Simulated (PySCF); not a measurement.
Species: CF3C(O)Cl, C2ClF3O.
Numbering: `[O:1]=[C:2]([Cl:3])[C:4]([F:5])([F:6])[F:7]`

A GFN2-xTB structure was refined with PySCF 2.14.0, PBE0-D3(BJ)/def2-SVP geometry optimisation, gas phase. Its GFN2-xTB values:

```csv
coordinate,GFN2-xTB
O1=C2,1.169 Å
C2–Cl3,1.711 Å
C2–C4,1.516 Å
C4–F5,1.341 Å
O1–C2–Cl3,123.7°
O1–C2–C4,126.3°
C2–C4–F5,112.7°
C2–C4–F6,112.9°
Cl3–C2–C4,110.0°
F5–C4–F6,106.2°
O1–C2–C4–F5,-121°
```

Task: How do these coordinates change at the PBE0-D3(BJ)/def2-SVP level?

Result: 
```json
{"coordinate": "C2–Cl3", "PBE0-D3(BJ)/def2-SVP (Å or °)": "1.749", "change": "+0.038"}
{"coordinate": "C2–C4", "PBE0-D3(BJ)/def2-SVP (Å or °)": "1.546", "change": "+0.030"}
{"coordinate": "C4–F5", "PBE0-D3(BJ)/def2-SVP (Å or °)": "1.325", "change": "-0.016"}
{"coordinate": "O1=C2", "PBE0-D3(BJ)/def2-SVP (Å or °)": "1.179", "change": "+0.010"}
{"coordinate": "C2–C4–F6", "PBE0-D3(BJ)/def2-SVP (Å or °)": "109.5", "change": "-3.4"}
{"coordinate": "F5–C4–F6", "PBE0-D3(BJ)/def2-SVP (Å or °)": "108.8", "change": "+2.6"}
{"coordinate": "O1–C2–C4", "PBE0-D3(BJ)/def2-SVP (Å or °)": "123.8", "change": "-2.5"}
{"coordinate": "C2–C4–F5", "PBE0-D3(BJ)/def2-SVP (Å or °)": "110.5", "change": "-2.2"}
{"coordinate": "Cl3–C2–C4", "PBE0-D3(BJ)/def2-SVP (Å or °)": "111.7", "change": "+1.7"}
{"coordinate": "O1–C2–Cl3", "PBE0-D3(BJ)/def2-SVP (Å or °)": "124.5", "change": "+0.8"}
{"coordinate": "O1–C2–C4–F5", "PBE0-D3(BJ)/def2-SVP (Å or °)": "-127", "change": "-6"}
```

The energy falls by 11.0 kJ/mol over 7 energy and gradient evaluations, the largest force component goes from 0.0578 to 2.6e-04 Eh/bohr, and the atoms move by 0.065 Å rms after alignment. The bond that changes most is C2–Cl3 (ends: acyl halide carbon; chlorine bonded to C), which lengthens by 0.038 Å. Bonds longer at the end by more than 0.005 Å: 3 of 6; shorter: 3. Rotational constants go from 3396, 1830, 1495 to 3375, 1804, 1480 MHz.

The run used 102 basis functions and 51 SCF cycles in all. The run took 21 s of wall time on Arm Neoverse V2, one thread, no GPU, shared host, and the process peaked at 0.42 GiB of memory.

No frequency check.

Conformer computed: `[O:1]=[C:2]([Cl:3])[C:4]([F:5])([F:6])[F:7]`: O1–C2–C4–F5 -127°.
